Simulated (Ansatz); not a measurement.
Al5As4H16⁻, a cluster cut from zinc blende AlAs (hydrogen-capped). Charge -1, multiplicity 1. Geometry PBE-D4/def2-SVP; atoms count from 1.

```xyz
25

Al    0.304    1.056   -2.905
Al    3.094    0.214    0.086
Al   -0.413    2.455    1.069
Al   -3.025   -0.649   -0.278
Al   -0.233   -1.486    2.718
As    1.239    1.699   -0.681
As   -1.275   -0.772   -2.117
As    1.685   -1.663    1.061
As   -1.567    0.261    1.534
H     1.398    0.374   -3.876
H    -0.669    2.193   -3.504
H     3.956   -0.401   -1.131
H     3.869    0.826    1.360
H    -1.464    3.478    0.397
H     0.391    2.922    2.388
H    -4.089    0.439   -0.808
H    -3.525   -2.154    0.016
H     0.451   -0.921    4.064
H    -0.971   -2.920    2.758
H     1.996    2.985   -1.027
H    -1.969   -1.334   -3.360
H    -0.423   -2.012   -1.849
H     2.652   -2.719    1.602
H     1.191   -2.501   -0.117
H    -2.603    0.631    2.600
```

Single mean-field runs in def2-TZVP are fitted with def2-universal-jkfit.

Q: Estimate the Mulliken populations from the PBE0/def2-TZVP orbitals of Ansatz.

A: 
```
atom  charge (e)
 Al1        0.22
 Al2        0.22
 Al3        0.22
 Al4        0.22
 Al5        0.22
 As6       -0.30
 As7       -0.21
 As8       -0.21
 As9       -0.30
 H10       -0.14
 H11       -0.14
 H12       -0.14
 H13       -0.14
 H14       -0.14
 H15       -0.14
 H16       -0.14
 H17       -0.14
 H18       -0.14
 H19       -0.14
 H20        0.05
 H21        0.06
 H22        0.07
 H23        0.06
 H24        0.07
 H25        0.05
```
Mulliken values depend strongly on the basis.

Q: And the Mayer bond orders between heavy atoms (over 0.3)?

A: Al1–As6 0.80 (2.50 Å); Al1–As7 0.69 (2.54 Å); Al2–As6 0.80 (2.50 Å); Al2–As8 0.69 (2.54 Å); Al3–As6 0.74 (2.52 Å); Al3–As9 0.74 (2.52 Å); Al4–As7 0.69 (2.54 Å); Al4–As9 0.80 (2.50 Å); Al5–As8 0.69 (2.54 Å); Al5–As9 0.80 (2.50 Å).
